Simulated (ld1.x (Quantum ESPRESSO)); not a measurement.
Ta, ultrasoft: configuration errors across variants

tantalum, ultrasoft, made with ld1.x (Quantum ESPRESSO) 7.5 (Wu–Cohen, scalar-relativistic). Core [Xe] 4f14, reference 5d3 6s2 6p0. Waves: 6s (bound): rcut 1.95, rcutus 2.70 bohr; 6s channel at 2.85 Ry: rcut 1.95, rcutus 2.70 bohr; 6p (bound, empty): rcut 3.70, rcutus 4.00 bohr; 6p channel at 3.6 Ry: rcut 3.70, rcutus 4.00 bohr; 5d (bound): rcut 1.60, rcutus 1.80 bohr; 5d channel at 0.6 Ry: rcut 1.60, rcutus 1.80 bohr. Local part: all-electron potential smoothed inside 3.85 bohr (lloc = -2). Core correction: a·sin(br)/r model core inside 1.70 bohr. Augmentation charge: built from norm-conserving waves at rcut, not smoothed further.

All-electron excitation energies from the reference (eV): (1) 5d3 6s1 6p0 8.521; (2) 5d3 6s0 6p0 23.485; (3) 5d2 6s0 6p0 47.093; (4) 5d2 6s2 6p1 3.050.

The overlap operator is not positive definite (basis up to 400 Ry) in “local potential all-electron potential smoothed inside 1.40 bohr (lloc = -2)”. Such files are unfit for use, however small their errors in these radial tests.

1 further variants failed, have other tests or too few solved ones, and are left out.

A true bound ghost makes a file unfit for plane-wave use even where its test errors are small: the radial tests pick states by their node count and pass the ghost by.

Errors AE − PS in meV (a dash: test not solved or not reliable):

| change | (1) | (2) | (3) | (4) | bound ghosts |
| --- | --- | --- | --- | --- | --- |
| base | -6.2 | -31 | -238 | -92 | p |
| waves 5d (bound): rcut 1.60, rcutus 1.98 bohr; 5d channel at 0.6 Ry: rcut 1.60, rcutus 1.98 bohr | -6.2 | -31 | -238 | -92 | p |
| augmentation PSQ, radius 1.40 bohr | -5.4 | -30 | -259 | – | none |
| local potential all-electron potential smoothed inside 3.15 bohr (lloc = -1) | -6.0 | -31 | -235 | -87 | p |
| wave 6p channel at 3.6 Ry: rcut 3.70, rcutus 4.00 bohr becomes 6p channel at 0.28 Ry: rcut 3.70, rcutus 4.00 bohr | -6.2 | -31 | -238 | -78 | none |
| waves 6p (bound): rcut 3.16, rcutus 3.36 bohr; 6p channel at 3.6 Ry: rcut 3.16, rcutus 3.36 bohr | -6.2 | -31 | -238 | -77 | p |
| local potential all-electron potential smoothed inside 1.40 bohr (lloc = -2) | -5.9 | -31 | -235 | -117 | s (p not tested, overlap not positive) |

(1) Give the same row for: type TM semilocal; waves now 6s (bound): rc 2.70 bohr; 6p (bound): rc 4.00 bohr; 5d (bound): rc 1.80 bohr; local potential the d channel.

Results:

(1) -9.6, -49, -174, -73; bound ghosts: none.
